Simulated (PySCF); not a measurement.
# Property card for 2,2,3,3,4,4,4-heptafluoro-1-butanol (`OCC(F)(F)C(F)(F)C(F)(F)F`)

Species: 2,2,3,3,4,4,4-heptafluoro-1-butanol, C₄H₃F₇O.
Atom-mapped SMILES: `[OH:1][CH2:2][C:3]([F:4])([F:5])[C:6]([F:7])([F:8])[C:9]([F:10])([F:11])[F:12]` (hydrogens: H13 on O1; H14, H15 on C2)

Structure used (GFN2-xTB), in Å, numbered top down from 1:
```
atom  x, y, z in Å
O1     2.629   -0.808   -0.123
C2     1.372   -0.502   -0.625
C3     0.570    0.357    0.373
F4     0.483   -0.250    1.577
F5     1.240    1.516    0.596
C6    -0.867    0.711   -0.110
F7    -1.243    1.916    0.351
F8    -0.892    0.788   -1.460
C9    -1.931   -0.338    0.328
F10   -3.069   -0.147   -0.328
F11   -1.509   -1.574    0.052
F12   -2.185   -0.264    1.625
H13    3.119    0.002    0.073
H14    1.423    0.051   -1.574
H15    0.854   -1.451   -0.779
```

Some functional groups and rings: alcohol, CF3 group and C–F bond.

From GFN2-xTB geometry:

- Point group of the GFN2-xTB geometry: C1
- Rotational constants A, B, C of the GFN2-xTB geometry: 1.454, 0.726, 0.680 GHz

PBE0/pcSseg-1 ground state and GIAO shieldings, non-relativistic (PySCF):

* Dipole moment: 1.60 D
* HOMO energy: -8.77 eV
* LUMO energy: 0.74 eV
* HOMO–LUMO gap: 9.51 eV
* Lowest Hirshfeld atomic charge: -0.22 e on O1
* Highest Hirshfeld atomic charge: +0.24 e on C9
* 13C chemical shifts (computed TMS as zero) by class: 127.5 (C9), 124.5 (C3), 118.7 (C6), 68.2 (C2) ppm
* 1H chemical shifts (computed TMS as zero) by class: 4.46 (H14/H15), 1.20 (H13) ppm
* Isotropic shieldings of nuclei other than C and H, by class: 332 (O1), 268 (F10/F11/F12), 316 (F4/F5), 317 (F7/F8) ppm
* Mayer bond orders between heavy atoms: O1–C2 0.97, C2–C3 0.94, C3–F4 0.96, C3–F5 0.94, C3–C6 0.87, C6–F7 0.97, C6–F8 0.94, C6–C9 0.89, C9–F10 1.02, C9–F11 1.00, C9–F12 1.04

Monoisotopic mass from the formula: 200.0072 u.

The dipole matches unit charges of opposite sign 0.33 Å apart (1 e·Å = 4.8032 D). The rotational constants make it an asymmetric top with κ = (2B − A − C)/(A − C) = -0.88, nearer the prolate limit (−1). A dipole of 1.60 D is allowed in C1, and pure rotational transitions are dipole-allowed. With B = h/(8π²I), that is 505.379 GHz u Å² over I, the principal moments of inertia are 347.6, 696.2 and 743.0 u Å² (most abundant isotopes).

Geometry: GFN2-xTB, one conformer, isolated molecule. NMR classes are plain means over equivalent atoms (diastereotopic ones count apart unless rotation or inversion swaps them), as if these changed places fast; in this geometry the members of some classes differ.
